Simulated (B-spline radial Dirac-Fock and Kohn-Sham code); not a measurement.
Elastic and transport cross sections of fluorine for electrons

Calculated with a B-spline atomic structure program, using relativistic (Dirac) partial waves in the static field of the Dirac-Fock atom with Furness-McCarthy exchange, without polarisation or absorption potentials. Below a few hundred eV the neglected polarisation potential matters, most of all at small angles. σ_tr1 and σ_tr2 weight the cross section with 1 − P₁ and 1 − P₂ of cos θ; "backward" is the share scattered beyond 90°.

```tsv
energy (eV)	σ (a₀²)	σ_tr1 (a₀²)	σ_tr2 (a₀²)	σ/σ_tr1	backward (%)
50	12.5	10.3	7.36	1.22	36
67.4	10.6	8.36	5.73	1.27	36
75.6	9.89	7.60	5.25	1.30	35
80.2	9.55	7.22	5.04	1.32	35
86.3	9.14	6.75	4.79	1.35	35
100	?	?	?	?	?
137	6.88	4.16	3.60	1.65	29
140	6.79	4.06	3.55	1.67	28
172	5.97	3.18	3.11	1.88	25
188	5.65	2.85	2.92	1.98	23
190	5.61	2.81	2.90	2.00	23
200	5.43	2.63	2.80	2.06	22
203	5.38	2.58	2.77	2.08	22
204	5.37	2.57	2.76	2.09	21
205	5.35	2.55	2.75	2.10	21
```

Task: Fill in the row for 100 eV.

Result: σ = 8.36 a₀², σ_tr1 = 5.85 a₀², σ_tr2 = 4.36 a₀², σ/σ_tr1 = 1.43, backward 33 %. The ratio σ/σ_tr1 is roughly the number of elastic collisions that randomise the direction.
